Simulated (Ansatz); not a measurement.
Gas-phase reaction in SMILES: [F][Ge]([Cl])([Cl])[Cl] [trichloro(fluoro)germane] → [F][Ge]([Cl])[Cl] + Cl atom (the Cl-Ge bond at the site shown breaks; other sites are not compared here)
Each molecule is optimised on its own at B3LYP-D3(BJ)/def2-TZVP (Ansatz, a program for electronic structure).

Quantity: bond dissociation energy (electronic energy difference), in kcal/mol. Cores are frozen in the correlated levels unless marked. Open shells are spin-unrestricted. No spin-orbit coupling. Frozen are the shells of the preceding noble gas and the d and f shells that filled before the atom's block. No relativistic terms. CBS(X,Y): correlation extrapolated as X^-3; Hartree-Fock from the larger set.

| level | program | bond dissociation energy (kcal/mol) |
|---|---|---|
| BLYP/def2-TZVPD | Ansatz | ? |
| revPBE-D4/def2-TZVPD | Ansatz + dftd4 | 88.3 |
| PBE0/def2-SVP | Ansatz | 91.7 |
| PBE0-D3(BJ)/def2-TZVP | Ansatz + dftd3 | ? |
| PBE0/def2-QZVPP | Ansatz | 91.3 |
| BHLYP/def2-TZVPD | Ansatz | ? |
| r2SCANh-D4/def2-TZVPD | Ansatz + dftd4 | 92.3 |
| CAM-B3LYP/def2-TZVPD | Ansatz | 88.3 |
| RPA@PBE/def2-TZVPP | Ansatz | ? |
| SCS-MP2/STO-3G | Ansatz | 89.4 |
| CCSD/6-31G | Ansatz | 59.7 |
| CCSD(T)/CBS(def2-TZVPP,def2-QZVPP) | Ansatz | 97.4 |

**Question.** What belongs in the gaps?

**Answer.** 
- BLYP/def2-TZVPD, bond dissociation energy (kcal/mol): 80.7
- PBE0-D3(BJ)/def2-TZVP, bond dissociation energy (kcal/mol): 93.1
- BHLYP/def2-TZVPD, bond dissociation energy (kcal/mol): 86.5
- RPA@PBE/def2-TZVPP, bond dissociation energy (kcal/mol): 85.4
